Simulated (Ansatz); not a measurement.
`O[SiH2]S[SiH3]` + `[OH][Mg][SH]` → `[SiH3][O][Mg][SH]` + `O[SiH2]S`  (ligand exchange at the Si–S bond)

Calculated with Ansatz (gas phase, PBE0-D4/def2-TZVP geometries, no zero-point term in ΔE). CCSD(T)/CBS is the MP2 limit (def2-TZVPP, def2-QZVPP) plus CCSD(T) − MP2 in def2-TZVPP, frozen cores. DFT in def2-TZVPP. B3LYP here is the variant with VWN-RPA as its local correlation; programs differ in this. For Mg outer-core shells are correlated without core-valence functions, which leaves a few kJ/mol of doubt a bond. One conformer a species, not always the lowest.

| level | ΔE (kJ/mol) |
| --- | --- |
| B3LYP-D4 | -59.3 |
| ωB97X-V | -58.0 |
| PBE0 | -52.9 |
| MP2/def2-TZVPP | -58.9 |

Question: What does CCSD(T)/CBS give? (Estimate.)

Answer: Computed: -60.7 kJ/mol. The listed levels differ from it by 1.4, 2.7, 7.8, 1.8 kJ/mol.

Largest T1 diagnostic among the species: 0.012.

In def2-TZVPP, CCSD(T) changes the Hartree–Fock value by +18.4 kJ/mol (the triples alone add +3.3 kJ/mol) and MP2 by +23.2 kJ/mol. The D4 term adds +7.9 kJ/mol with B3LYP and +4.3 kJ/mol with PBE0; it sums over pairs of atoms, weighted by their polarisabilities, and B3LYP, whose exchange is more repulsive, gets the larger term.
